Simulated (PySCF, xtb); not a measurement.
Relative energy of two isomers of C2H5BO

We compare a, `BC(=C)O`, a singlet, with b, `B/C=C\O`, a singlet. Both are isolated molecules in the gas phase, relaxed with PBE0-D4/def2-SVP; the shapes shown needn't be the lowest conformers.

a (Å):

```xyz
9

C    -0.5423    0.1286   -0.6275
C    -0.6100    1.1891    0.2114
B     0.0965   -1.1865   -0.1386
O    -1.0414    0.2516   -1.8843
H     0.5309   -1.2650    0.9833
H     0.1640   -2.1451   -0.8801
H    -0.2133    1.1039    1.2228
H    -1.0561    2.1395   -0.0989
H    -0.9143   -0.5847   -2.3433
```

b (Å):

```xyz
9

C    -0.0632    0.3397    0.1638
C    -0.3865    0.6221   -1.1221
B    -0.3261   -0.9974    0.8485
O    -0.9769   -0.2397   -1.9491
H    -0.0034   -1.1642    2.0041
H    -0.8569   -1.9072    0.2545
H     0.4166    1.1699    0.6920
H    -0.1696    1.6090   -1.5588
H    -1.1126    0.1693   -2.8091
```

Quicker runs give these differences E(b) − E(a): GFN2-xTB −0.021 eV; HF/STO-3G −0.141 eV (at GFN2-xTB geometries); r2SCAN-D4/def2-SVP −0.175 eV (at GFN2-xTB geometries).

Task: Estimate E(b) − E(a) at the level CCSD(T)/def2-SVP + ΔMP2/def2-TZVPP.

Result: CCSD(T)/def2-SVP + ΔMP2/def2-TZVPP gives E(b) − E(a) = −0.054 eV, slightly favouring structure b, which is too small a margin to settle the true order.

Level by level:

| level | geometry | E(b) − E(a) (eV) | departure from the last row (eV) | job, with rough time for the two |
| --- | --- | --- | --- | --- |
| GFN2-xTB | GFN2-xTB | −0.021 | +0.033 | optimisation, 0.072 s |
| HF/STO-3G | GFN2-xTB | −0.141 | −0.087 | single point, 1.2 s |
| r2SCAN-D4/def2-SVP | GFN2-xTB | −0.175 | −0.121 | single point, 13 s |
| PBE0-D4/def2-SVP | PBE0-D4/def2-SVP | −0.162 | −0.107 | optimisation, 2 min |
| HF/def2-SVP | PBE0-D4/def2-SVP | −0.166 | −0.112 | part of the CCSD(T) run |
| MP2/def2-SVP | PBE0-D4/def2-SVP | −0.158 | −0.104 | part of the CCSD(T) run |
| CCSD(T)/def2-SVP | PBE0-D4/def2-SVP | −0.113 | −0.059 | single point |
| CCSD(T)/def2-SVP + ΔMP2/def2-TZVPP | PBE0-D4/def2-SVP | −0.054 |  | single point, 43 s |

As drawn, both hold the same kinds of bond in the same numbers.

GFN2-xTB finds them nearly level. The largest departure from CCSD(T)/def2-SVP + ΔMP2/def2-TZVPP is that of r2SCAN-D4/def2-SVP, 0.121 eV. The last row adds to CCSD(T) the change of the MP2 difference between the two basis sets, here +0.059 eV.

With harmonic frequencies from PBE0-D4/def2-SVP (ideal gas, rigid rotor, one conformer each, 298.15 K, 1 atm): on the last row, ΔE + ΔZPE = −0.028, ΔH = −0.030, ΔG = −0.026 eV.

The correlated steps freeze 4 core orbitals. Codes used: PySCF 2.14.0, xtb 6.7.1; the last row on 2 threads of Arm Neoverse V2 on a shared host.
